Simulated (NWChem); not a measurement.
System meant: MgNH₃S; SMILES [NH2][Mg][SH]

The following NWChem deck was run.

```
start job
memory heap 200 mb stack 900 mb global 1100 mb
geometry units angstroms noautoz
  Mg     0.150849    -0.374197    -0.183014
  N      0.441618    -2.216127     0.162852
  H     -0.102967    -3.000086    -0.209220
  H      1.170903    -2.615528     0.761386
  S     -0.194388     1.884243    -0.603818
  H     -1.044541     2.001650     0.457062
end
basis spherical
  Mg library def2-svp
  N library def2-svp
  H library def2-svp
  S library def2-svp
end
dft
  odft
  mult 2
  xc pbe0
  iterations 150
  mulliken
end
task dft energy
```

End of the output:

```
 ==============================================================================
                                 internuclear angles
 ------------------------------------------------------------------------------
        center 1       |       center 2       |       center 3       |  degrees
 ------------------------------------------------------------------------------
    2 N                |   1 Mg               |   5 S                |   179.72
    1 Mg               |   2 N                |   3 H                |   126.54
    1 Mg               |   2 N                |   4 H                |   126.46
    3 H                |   2 N                |   4 H                |   106.99
    1 Mg               |   5 S                |   6 H                |    92.03
 ------------------------------------------------------------------------------
                            number of included internuclear angles:          5
 ==============================================================================

 Summary of "ao basis" -> "" (spherical)
 ------------------------------------------------------------------------------
       Tag                 Description            Shells   Functions and Types
 ---------------- ------------------------------  ------  ---------------------
 Mg                         def2-svp                 8       18   4s3p1d
 N                          def2-svp                 6       14   3s2p1d
 H                          def2-svp                 3        5   2s1p
 S                          def2-svp                 8       18   4s3p1d

                                 NWChem DFT Module
                                 -----------------

 Summary of "ao basis" -> "ao basis" (spherical)
 ------------------------------------------------------------------------------
       Tag                 Description            Shells   Functions and Types
 ---------------- ------------------------------  ------  ---------------------
 Mg                         def2-svp                 8       18   4s3p1d
 N                          def2-svp                 6       14   3s2p1d
 H                          def2-svp                 3        5   2s1p
 S                          def2-svp                 8       18   4s3p1d

  number of electrons :                   38
  multiplicity        :                    2
 ------------------------------------------------------------------------
  no. of electrons and multiplicity not compatible                  38
 ------------------------------------------------------------------------
 ------------------------------------------------------------------------
  current input line :
    24: task dft energy
 ------------------------------------------------------------------------
 ------------------------------------------------------------------------
 There is an error in the input file
 ------------------------------------------------------------------------
 For more information see the NWChem manual at https://nwchemgit.github.io

0: no. of electrons and multiplicity not compatible:Received an Error in Communication
```

**Question.** Can this run be used? If not, why, and what is the fix?

**Answer.** The input was rejected before any calculation. Cause: the multiplicity doesn't fit the number of electrons (an even count wants an odd multiplicity, and the reverse). This input runs:
```
start job
memory heap 200 mb stack 900 mb global 1100 mb
geometry units angstroms noautoz
  Mg     0.150849    -0.374197    -0.183014
  N      0.441618    -2.216127     0.162852
  H     -0.102967    -3.000086    -0.209220
  H      1.170903    -2.615528     0.761386
  S     -0.194388     1.884243    -0.603818
  H     -1.044541     2.001650     0.457062
end
basis spherical
  * library def2-svp
end
dft
  xc pbe0
  iterations 150
  mulliken
end
task dft energy
```
It converges to -654.33845 Ha (PBE0/def2-SVP).
